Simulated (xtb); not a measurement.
HBF (SMILES [BH]F), doublet, from a rough starting geometry; GFN2-xTB run with xtb.

Input for xtb:
```
$ xtb mol.xyz --gfn 2 --uhf 1 --opt vtight --json

# file mol.xyz
3

B     -0.03958238     0.45091022     0.00520513
F      1.17103970    -0.19925160    -0.00612084
H     -1.08386128    -0.21245127    -0.05100650
```

The log (banner, timings and long lists left out):

```
   ID    Z sym.   atoms
    1    5 B      1
    2    9 F      2
    3    1 H      3

           -------------------------------------------------
          |                Calculation Setup                |
           -------------------------------------------------

           -------------------------------------------------
          |                 G F N 2 - x T B                 |
           -------------------------------------------------

          ...................................................
          :                      SETUP                      :
          :.................................................:
          :  # basis functions                   9          :
          :  # atomic orbitals                   9          :
          :  # shells                            5          :
          :  # electrons                        11          :
          :  max. iterations                   250          :
          :  Hamiltonian                  GFN2-xTB          :
          :  restarted?                      false          :
          :  GBSA solvation                  false          :
          :  PC potential                    false          :
          :  electronic temp.          300.0000000     K    :
          :  accuracy                    1.0000000          :
          :  -> integral cutoff          0.2500000E+02      :
          :  -> integral neglect         0.1000000E-07      :
          :  -> SCF convergence          0.1000000E-05 Eh   :
          :  -> wf. convergence          0.1000000E-03 e    :
          :  Broyden damping             0.4000000          :
          :  net charge                          0          :
          :  unpaired electrons                  1          :
          ...................................................

 iter      E             dE          RMSdq      gap      omega  full diag
   1     -6.3928103 -0.639281E+01  0.129E+01    0.97       0.0  T
   2     -6.4227536 -0.299433E-01  0.815E+00    1.07       1.0  T
   3     -6.4261232 -0.336960E-02  0.182E+00    1.45       1.0  T
   4     -6.4279875 -0.186426E-02  0.753E-01    1.49       1.0  T
   5     -6.4281521 -0.164556E-03  0.298E-01    1.46       1.0  T
   6     -6.4282920 -0.139984E-03  0.147E-01    1.47       1.0  T
   7     -6.4283263 -0.342732E-04  0.181E-02    1.47       3.2  T
   8     -6.4283271 -0.733709E-06  0.107E-02    1.47       5.4  T
   9     -6.4283273 -0.228646E-06  0.459E-04    1.47     125.7  T
[...]
         :: total energy              -6.412308702593 Eh    ::
 * total energy  :    -6.4123087 Eh     change       -0.5808687E-12 Eh
 * total energy  :    -6.4166653 Eh     change       -0.4356571E-02 Eh
 * total energy  :    -6.4172337 Eh     change       -0.5684058E-03 Eh
 * total energy  :    -6.4172895 Eh     change       -0.5577341E-04 Eh
 * total energy  :    -6.4172907 Eh     change       -0.1276226E-05 Eh
 * total energy  :    -6.4172908 Eh     change       -0.8196883E-07 Eh
   *** GEOMETRY OPTIMIZATION CONVERGED AFTER 6 ITERATIONS ***
         :: total energy              -6.417290810863 Eh    ::
[...]
         4        2.0000           -0.5266657             -14.3313
         5        2.0000           -0.4756157             -12.9422
         6        1.0000           -0.3081226              -8.3844 (HOMO)
         7                         -0.2498921              -6.7999 (LUMO)
         8                          0.3402672               9.2591
         9                          0.4338610              11.8060
      -------------------------------------------------------------
                  HL-Gap            0.0582305 Eh            1.5845 eV
             Fermi-level           -0.3354383 Eh           -9.1277 eV

     #   Z          covCN         q      C6AA      α(0)
     1   5 B        1.659     0.298    35.932    12.632
     2   9 F        0.722    -0.220    11.447     3.995
     3   1 H        0.937    -0.078     4.859     3.446

 Mol. C6AA /au·bohr⁶  :        128.510390
 Mol. C8AA /au·bohr⁸  :       3402.971692
 Mol. α(0) /au        :         20.074166

Wiberg/Mayer (AO) data.
largest (>0.10) Wiberg bond orders for each atom

 ---------------------------------------------------------------------------
     #   Z sym  total        # sym  WBO       # sym  WBO       # sym  WBO
 ---------------------------------------------------------------------------
     1   5 B    2.246 --     2 F    1.266     3 H    0.980
     2   9 F    1.278 --     1 B    1.266
     3   1 H    0.991 --     1 B    0.980
 ---------------------------------------------------------------------------

Topologies differ in total number of bonds
Writing topology from bond orders to xtbtopo.mol

molecular dipole:
                 x           y           z       tot (Debye)
 q only:       -0.329       0.358       0.013
   full:       -0.182       0.087       0.001       0.512
molecular quadrupole (traceless):
                xx          xy          yy          xz          yz          zz
 q only:       -1.329       0.137       0.788      -0.012      -0.003       0.541
  q+dip:       -1.121       1.236       0.499       0.042       0.013       0.621
   full:       -1.943       0.955      -0.038      -0.016      -0.095       1.981

optimized geometry written to: xtbopt.xyz

           -------------------------------------------------
          | TOTAL ENERGY               -6.417290810863 Eh   |
          | GRADIENT NORM               0.000013355102 Eh/α |
          | HOMO-LUMO GAP               1.584533883013 eV   |
           -------------------------------------------------
```
